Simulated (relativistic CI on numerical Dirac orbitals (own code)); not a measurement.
## Os6+: resonant inelastic scattering at the L2,3 edge

Computed with this model: Dirac-Coulomb-Breit CI, KLI orbitals optimised for each configuration, model QED (radiative potential, 1s self-energy scaled to tabulated hydrogen-like ionisation energies), valence Slater integrals scaled by 0.9, Kramers-Heisenberg scattering through one core-hole configuration in a parametric crystal field; configurations [Xe] 4f14 5d2 → [He] 2s2 2p5 3s2 3p6 3d10 4s2 4p6 4d10 4f14 5s2 5p6 5d3; 80 K; core-hole width 3 eV; summed over polarisations. Incident energies are the highest absorption maxima for each field (at most a few, so the weaker spin-orbit partner edge can be absent), on the computed scale of the free ion. Intensities are in per cent of the strongest line above 0.02 eV; levels within 1 cm⁻¹ are merged; final levels count from the ground level, the first row holds all elastic scattering, lines under 0.4 are left out and each table stops after 24 rows. The scale of the Slater integrals is a model choice and moves the terms in proportion.

Field parameters in Wybourne normalisation: D3d B²₀ = −7Dσ, B⁴₀ = −14Dq − 21Dτ, B⁴₃ = −14√(10/7) Dq; D4h B²₀ = −7Ds, B⁴₀ = 21(Dq − Dt), B⁴₄ = 21√(5/14) Dq; Oh B⁴₀ = 21Dq, B⁴₄ = √(5/14) B⁴₀. The field is a parameter set, without covalency, and values of 10Dq over about 45,000 cm⁻¹ lie beyond real compounds.

S is read from ⟨S²⟩ = S(S + 1).

D4h, 10Dq = 64650, Ds = -590, Dt = 710 cm⁻¹:

```
Final level (eV)  Degeneracy  Irrep     S  10877.1 eV  10883.4 eV  12391.8 eV
           0.000           1     B1  0.98      1038.1      1434.7       100.0
           0.038           1     B2  0.98        12.3         3.2        39.8
           0.210           2      E  0.96        24.0         1.7        22.6
           0.229           1     A1  0.92        12.3        24.1         4.5
           0.812           1     A2  1.00        30.2         2.1         4.3
           1.238           2      E  0.98        25.4         2.6         5.7
           1.299           1     A1  0.96         4.6         7.6        35.2
           1.839           1     A1  0.21        54.3        12.4         7.8
           2.102           2      E  0.17        33.6         1.9        11.1
           2.701           1     B2  0.09         0.2         1.4        11.4
           2.753           1     B1  0.08        48.7         6.8         8.3
           4.651           1     A1  0.14         7.3         2.7        10.0
           7.409           1     B1  1.00         2.4        26.4         1.5
           7.441           2      E  0.99         8.2       100.0         1.7
```

D3d, 10Dq = 28500, Dσ = 480, Dτ = -210 cm⁻¹:

```csv
Final level (eV),Degeneracy,Irrep,S,10880.6 eV,12393.5 eV
0.000,2,E,0.96,2362.4,135.1
0.058,1,A1,0.96,6.5,16.1
0.130,2,E,0.95,11.6,42.2
0.998,1,A2,1.00,4.5,3.8
1.001,2,E,1.00,13.8,6.9
1.222,1,A1,0.95,7.4,42.7
2.120,2,E,0.31,12.5,24.8
2.153,1,A1,0.29,3.2,5.5
2.313,2,E,0.19,55.1,8.2
3.681,1,A2,1.00,6.0,3.7
3.920,2,E,0.92,100.0,5.1
3.934,1,A1,0.92,35.4,2.7
4.058,1,A1,0.54,10.0,20.8
4.081,2,E,0.98,36.7,5.6
4.108,1,A2,0.98,17.8,2.5
4.173,2,E,0.98,28.6,5.6
5.098,1,A2,0.97,14.7,1.7
5.119,2,E,0.95,33.3,3.5
5.153,1,A1,0.72,3.9,0.6
5.220,2,E,0.68,30.8,1.5
5.245,1,A1,0.61,11.7,1.0
5.718,2,E,0.96,8.0,0.2
6.098,1,A1,0.69,1.0,0.6
6.114,2,E,0.63,2.1,1.2
```

Oh, 10Dq = 68000 cm⁻¹:

```csv
Final level (eV),Degeneracy,Irrep,S,10876.7 eV,10883.8 eV,12398.8 eV
0.000,2,E,0.96,664.5,882.2,64.2
0.038,3,T2,0.96,33.7,3.1,1.6
0.828,3,T1,1.00,29.7,2.0,1.0
0.979,1,A1,0.96,4.1,14.2,3.5
2.099,3,T2,0.11,24.3,1.2,0.7
2.145,2,E,0.12,66.8,10.4,0.4
4.345,1,A1,0.14,7.0,1.7,1.8
```

For the first field the strongest loss at the lowest incident energy is the level at 1.84 eV (S = 0.21, against 0.98 in the thermal ground state). Levels of other spin, the first over 8 % at 1.84 eV, appear because spin-orbit coupling of the core hole, and in heavier ions of the valence shell too, mixes spins.
